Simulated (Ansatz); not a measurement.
`[NH2][Zn][Br]` and `[NH2][ZnH]` differ in one atom or group.

Ansatz, PBE0-D4/def2-TZVP geometries, multiplicity 1. Each molecule was computed in one conformer, which needn't be the lowest.

Scalar relativity is left out up to krypton.

```json
{"property": "zero-point energy (PBE0-D4/def2-TZVP) / kJ/mol", "`[NH2][Zn][Br]`": "67.1"}
{"property": "HOMO–LUMO gap (PBE0/def2-TZVPP) / eV", "`[NH2][Zn][Br]`": "6.37"}
{"property": "HOMO–LUMO gap (B3LYP/def2-TZVPP) / eV", "`[NH2][Zn][Br]`": "5.80"}
{"property": "HOMO energy (ωB97M-V/def2-TZVPP) / eV", "`[NH2][Zn][Br]`": "-9.71"}
{"property": "size of the dipole moment (PBE/def2-TZVPP) / D", "`[NH2][Zn][Br]`": "2.14"}
{"property": "HOMO energy (PBE/def2-TZVPP) / eV", "`[NH2][Zn][Br]`": "-6.01"}
```

What does the change do to each property? (Estimate.)

Ansatz gave: 
| property | `[NH2][ZnH]` | shift |
| --- | --- | --- |
| zero-point energy (PBE0-D4/def2-TZVP) / kJ/mol | 80.3 | 13.2 |
| HOMO–LUMO gap (PBE0/def2-TZVPP) / eV | 6.50 | 0.13 |
| HOMO–LUMO gap (B3LYP/def2-TZVPP) / eV | 5.99 | 0.19 |
| HOMO energy (ωB97M-V/def2-TZVPP) / eV | -9.15 | 0.56 |
| size of the dipole moment (PBE/def2-TZVPP) / D | 0.92 | -1.22 |
| HOMO energy (PBE/def2-TZVPP) / eV | -5.45 | 0.56 |

With PBE0 the HOMO rises by 0.58 eV and the LUMO rises by 0.71 eV, so the gap widens by about 0.13 eV. PBE moves the HOMO by 0.56 eV and ωB97M-V by 0.56 eV. Dipoles are sizes alone; their direction can turn.

B3LYP here is the variant with VWN-RPA as its local correlation; programs differ in this.

Spin–orbit coupling is left out; it splits and shifts lone-pair levels of the heavy atoms by tenths of an eV.
